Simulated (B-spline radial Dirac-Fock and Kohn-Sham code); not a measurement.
## Atomic SCF run for Re

ΔSCF core binding energies without Breit or QED terms, calculated with a B-spline atomic structure program. Keys: rel is the Hamiltonian (dirac, or spin-free x2c and nr, where L3 and M5 stand for the whole 2p and 3d shells), method is hf or an exchange,correlation pair (spin-unpolarised, also for the hole states), nuc the nuclear model, radius_factor scales its radius, rmax is the box in bohr, h the logarithmic mesh step, order the B-spline order, points the quadrature points per cell, c_factor scales the speed of light, and damp, ndamp, maxit and tol steer the iteration. The run stops when the commutator error falls below 10·tol·max(1, Z/10), or the numerical noise floor, and the energy has settled to about 1e-8 Ha; the virial ratio is −V/T.

Input (task.json):

```json
{"items": [{"Z": 75, "q": 0, "cfg": [[1, 0, 2], [2, 0, 2], [2, 1, 6], [3, 0, 2], [3, 1, 6], [3, 2, 10], [4, 0, 2], [4, 1, 6], [4, 2, 10], [4, 3, 14], [5, 0, 2], [5, 1, 6], [5, 2, 5], [6, 0, 2]], "A": 187, "rrms": 5.3698, "do": "settings", "holes": ["K", "L3", "M5"],
  "settings": [{"rel": "dirac", "method": "hf", "nuc": "fermi", "radius_factor": 1.0, "rmax": 45.0, "h": 0.3, "order": 8, "points": 10, "c_factor": 1.0, "maxit": 60, "damp": 0.5, "ndamp": 3, "tol": 1e-08, "cfg": "1s2 2s2 2p6 3s2 3p6 3d10 4s2 4p6 4d10 4f14 5s2 5p6 5d5 6s3"}]}]}
```

Command: `python xray2_run.py task.json out`

The program stops without a result: overfilled shell.

Q: One setting is unsound. Which, and why?

A: cfg puts more electrons in a shell than it can hold. With the default settings (Dirac Hartree-Fock): The ground state converged in 11 iterations, with total energy -16707.58330 Ha, virial ratio 1.88497 and highest orbital energy -7.57 eV. ΔSCF binding energies: K (1s) 72047.4 eV, L3 (2p3/2) 10574.1 eV, M5 (3d5/2) 1895.6 eV.
